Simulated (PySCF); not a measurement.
A PySCF script (with the pyscf-properties extension) for the NMR shieldings of SMILES [O]=[V-](=[O])([Cl])[Cl], [Cl$_{2}$O$_{2}$V]-, on a PBE0-D3(BJ)/def2-SVP geometry:

```python
import basis_set_exchange as bse
import numpy as np
from pyscf import gto, dft
from pyscf.prop import nmr

atoms = """
V     0.111063   -0.000948    0.089322
O     0.112157   -0.028612    1.664568
O     1.607798    0.008425   -0.395955
Cl   -0.920726    1.861554   -0.645645
Cl   -0.910282   -1.840410   -0.712291
"""
names = {"V": "pcSseg-2", "O": "pcSseg-1", "Cl": "pcSseg-1"}
basis = {el: gto.basis.parse(bse.get_basis(n, elements=[el], fmt="nwchem")) for el, n in names.items()}
mol = gto.M(atom=atoms, basis=basis, charge=-1, verbose=0)
mf = dft.RKS(mol, xc="PBE")
mf.grids.level = 2
mf.grids.alignment = dft.numint.BLKSIZE   # the property module wants whole blocks of grid points
mf.conv_tol = 1e-9
mf.kernel()

calc = nmr.RKS(mf)   # GIAO
sigma = calc.kernel()   # uncoupled for a functional without exact exchange
for i, s in enumerate(sigma):   # ppm
    w = np.linalg.eigvalsh((s + s.T) / 2)
    print("%2d %-2s iso %8.1f  s11 %8.1f  s22 %8.1f  s33 %8.1f" % (i, mol.atom_pure_symbol(i), w.mean(), *w))
```

Task: Give the expected output.

Result: 
```
 0 V  iso  -1406.4  s11  -1614.7  s22  -1428.9  s33  -1175.7
 1 O  iso   -735.3  s11  -1480.3  s22   -686.7  s33    -38.9
 2 O  iso   -735.8  s11  -1483.9  s22   -684.2  s33    -39.3
 3 Cl iso    697.9  s11    295.9  s22    877.4  s33    920.4
 4 Cl iso    697.7  s11    295.5  s22    877.1  s33    920.6
```

These numbers come from an equivalent density-fitted implementation of the same equations, which agrees with the script to about 0.01 ppm for H and up to a few tenths of a ppm for heavy atoms, so last digits may differ.

Task: Turn these shieldings into chemical shifts. Referencing at the same level of theory: ⁵¹V (σ = -1815.70 ppm) against VOCl3; ¹⁷O (σ = 334.63 ppm) vs H2O; ³⁵Cl (σ = 933.68 ppm) against HCl.

Result: Averaging equivalent atoms: V 0: -409; O 1/2: 1070.2; Cl 3/4: 236 ppm. Unscaled 17O shifts of doubly bonded oxygen tend to come out too high, by tens of ppm or more. Experimental scales use liquid or dissolved standards, which lie at an offset from isolated H2O (liquid H2O: subtract about 36 ppm).

Size and cost of the density-fitted run: 155 basis functions, 16 s wall time on 1 thread of an Arm Neoverse V2, shared host.
